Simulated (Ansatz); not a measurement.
A first, cheap relaxation of CH3AlCl2O (`C[O][Al]([Cl])[Cl]`).

```yaml
crystal:
  periodic: [false, false, false]
  atoms:
    - {symbol: C, position_ang: [-0.606600, 0.887200, -0.527100]}
    - {symbol: O, position_ang: [-0.182300, -0.308700, -0.999400]}
    - {symbol: Al, position_ang: [0.675100, -1.177000, 0.363100]}
    - {symbol: Cl, position_ang: [2.943000, -0.825200, 0.685500]}
    - {symbol: Cl, position_ang: [-0.412700, -2.502000, 1.734900]}
    - {symbol: H, position_ang: [0.181400, 1.610100, -0.223200]}
    - {symbol: H, position_ang: [-1.362800, 0.802700, 0.290900]}
    - {symbol: H, position_ang: [-1.142800, 1.455800, -1.380400]}
basis:
  gaussian: {orbitals: def2-SVP}
hamiltonian: {xc: pbe, dispersion: d4}
relax: {f_tol: 0.03, max_steps: 200}
```

```sh
$ ansatz run in.yaml --threads 4 --pin off --events-out ev --progress --plain --max-ram 10444MiB
```

Output, abridged:

```
Functional definition: PBE
mean field -34749.13155117 eV, -1277.0070306981 hartree, gradient 2.7e-5 eV, S^2 0.000000; 0 other end points of the search recorded, 0 dependent functions left out
relax step   1: F+E_penalty+E_count = -34749.31173832 eV  Δ(F+E_penalty+E_count) = +0.000e0 eV  max|allowed force component| = 3.187e0 eV/Å  Δτ_max = 0.0000 Å  (26 SCF iters, accepted)
mean field -34749.73482438 eV, -1277.0292005798 hartree, gradient 4.7e-6 eV, S^2 0.000000; 0 other end points of the search recorded, 0 dependent functions left out
relax step   2: F+E_penalty+E_count = -34749.92283270 eV  Δ(F+E_penalty+E_count) = -6.111e-1 eV  max|allowed force component| = 1.295e0 eV/Å  Δτ_max = 0.1550 Å  (28 SCF iters, accepted)
mean field -34749.83594255 eV, -1277.0329166039 hartree, gradient 1.3e-5 eV, S^2 0.000000; 0 other end points of the search recorded, 0 dependent functions left out
relax step   3: F+E_penalty+E_count = -34750.02602387 eV  Δ(F+E_penalty+E_count) = -1.032e-1 eV  max|allowed force component| = 4.465e-1 eV/Å  Δτ_max = 0.0888 Å  (27 SCF iters, accepted)
mean field -34749.88177809 eV, -1277.0346010291 hartree, gradient 6.5e-6 eV, S^2 0.000000; 0 other end points of the search recorded, 0 dependent functions left out
relax step   4: F+E_penalty+E_count = -34750.06999778 eV  Δ(F+E_penalty+E_count) = -4.397e-2 eV  max|allowed force component| = 3.209e-1 eV/Å  Δτ_max = 0.0989 Å  (26 SCF iters, accepted)
mean field -34749.94446529 eV, -1277.0369047412 hartree, gradient 9.5e-6 eV, S^2 0.000000; 0 other end points of the search recorded, 0 dependent functions left out
relax step   5: F+E_penalty+E_count = -34750.12946074 eV  Δ(F+E_penalty+E_count) = -5.946e-2 eV  max|allowed force component| = 4.288e-1 eV/Å  Δτ_max = 0.1941 Å  (31 SCF iters, accepted)
mean field -34749.94033762 eV, -1277.0367530521 hartree, gradient 1.1e-5 eV, S^2 0.000000; 0 other end points of the search recorded, 0 dependent functions left out
relax step   6: F+E_penalty+E_count = -34750.12248565 eV  Δ(F+E_penalty+E_count) = +6.975e-3 eV  max|allowed force component| = 9.198e-1 eV/Å  Δτ_max = 0.1951 Å  (31 SCF iters, rejected (line search))
mean field -34749.97672351 eV, -1277.0380902089 hartree, gradient 7.6e-6 eV, S^2 0.000000; 0 other end points of the search recorded, 0 dependent functions left out
relax step   7: F+E_penalty+E_count = -34750.16128097 eV  Δ(F+E_penalty+E_count) = -3.182e-2 eV  max|allowed force component| = 2.738e-1 eV/Å  Δτ_max = 0.0975 Å  (27 SCF iters, accepted)
mean field -34749.99391665 eV, -1277.0387220452 hartree, gradient 2.6e-5 eV, S^2 0.000000; 0 other end points of the search recorded, 0 dependent functions left out
relax step   8: F+E_penalty+E_count = -34750.17803331 eV  Δ(F+E_penalty+E_count) = -1.675e-2 eV  max|allowed force component| = 1.385e-1 eV/Å  Δτ_max = 0.0965 Å  (26 SCF iters, accepted)
mean field -34750.01251965 eV, -1277.0394056926 hartree, gradient 2.4e-5 eV, S^2 0.000000; 0 other end points of the search recorded, 0 dependent functions left out
relax step   9: F+E_penalty+E_count = -34750.19626664 eV  Δ(F+E_penalty+E_count) = -1.823e-2 eV  max|allowed force component| = 1.106e-1 eV/Å  Δτ_max = 0.1500 Å  (26 SCF iters, accepted)
mean field -34750.02344707 eV, -1277.0398072680 hartree, gradient 1.0e-5 eV, S^2 0.000000; 0 other end points of the search recorded, 0 dependent functions left out
relax step  10: F+E_penalty+E_count = -34750.20676439 eV  Δ(F+E_penalty+E_count) = -1.050e-2 eV  max|allowed force component| = 2.936e-1 eV/Å  Δτ_max = 0.1949 Å  (32 SCF iters, accepted)
mean field -34750.02961624 eV, -1277.0400339807 hartree, gradient 1.5e-5 eV, S^2 0.000000; 0 other end points of the search recorded, 0 dependent functions left out
relax step  11: F+E_penalty+E_count = -34750.21421497 eV  Δ(F+E_penalty+E_count) = -7.451e-3 eV  max|allowed force component| = 6.305e-1 eV/Å  Δτ_max = 0.0802 Å  (27 SCF iters, accepted)
mean field -34750.04393151 eV, -1277.0405600571 hartree, gradient 1.0e-5 eV, S^2 0.000000; 0 other end points of the search recorded, 0 dependent functions left out
relax step  12: F+E_penalty+E_count = -34750.22843067 eV  Δ(F+E_penalty+E_count) = -1.422e-2 eV  max|allowed force component| = 4.333e-1 eV/Å  Δτ_max = 0.0482 Å  (26 SCF iters, accepted)
mean field -34750.05428400 eV, -1277.0409405041 hartree, gradient 2.3e-5 eV, S^2 0.000000; 0 other end points of the search recorded, 0 dependent functions left out
relax step  13: F+E_penalty+E_count = -34750.23958697 eV  Δ(F+E_penalty+E_count) = -1.116e-2 eV  max|allowed force component| = 1.564e-1 eV/Å  Δτ_max = 0.0856 Å  (26 SCF iters, accepted)
mean field -34750.05669985 eV, -1277.0410292851 hartree, gradient 9.8e-6 eV, S^2 0.000000; 0 other end points of the search recorded, 0 dependent functions left out
relax step  14: F+E_penalty+E_count = -34750.24336738 eV  Δ(F+E_penalty+E_count) = -3.780e-3 eV  max|allowed force component| = 2.767e-1 eV/Å  Δτ_max = 0.1346 Å  (28 SCF iters, accepted)
mean field -34750.06316844 eV, -1277.0412670015 hartree, gradient 1.2e-5 eV, S^2 0.000000; 0 other end points of the search recorded, 0 dependent functions left out
relax step  15: F+E_penalty+E_count = -34750.25061559 eV  Δ(F+E_penalty+E_count) = -7.248e-3 eV  max|allowed force component| = 2.926e-2 eV/Å  Δτ_max = 0.0374 Å  (27 SCF iters, accepted)
mean field -34750.06316844 eV, -1277.0412670015 hartree, gradient 1.2e-5 eV, S^2 0.000000; 1 other end points of the search recorded, 0 dependent functions left out
Total energy: -34750.25065208 eV, -1277.0481568980 hartree
Atom 0 at    -0.654558     1.055964    -0.524061 Å, force     0.013080    -0.013509     0.006746 eV/Å
Atom 1 at    -0.553943    -0.244967     0.001114 Å, force    -0.006976     0.012618    -0.005225 eV/Å
Atom 2 at     0.651523    -1.279306     0.588306 Å, force     0.006716     0.029260    -0.012455 eV/Å
Atom 3 at     2.668821    -0.690729     0.647567 Å, force    -0.012363    -0.002730    -0.000066 eV/Å
Atom 4 at     0.074596    -3.174951     1.257447 Å, force     0.000033    -0.010077     0.003880 eV/Å
Atom 5 at     0.327302     1.578789    -0.588167 Å, force    -0.004196    -0.011878     0.003420 eV/Å
Atom 6 at    -1.329521     1.673734     0.108559 Å, force     0.000721     0.000044     0.002107 eV/Å
Atom 7 at    -1.091921     1.024366    -1.546465 Å, force     0.002986    -0.003727     0.001594 eV/Å
Dipole moment:    -0.086490     0.327625    -0.141045 e Å
```

It took 16 s on 4 threads of an Arm Neoverse V1 on a shared host, with 0.15 GiB of host memory at the peak.
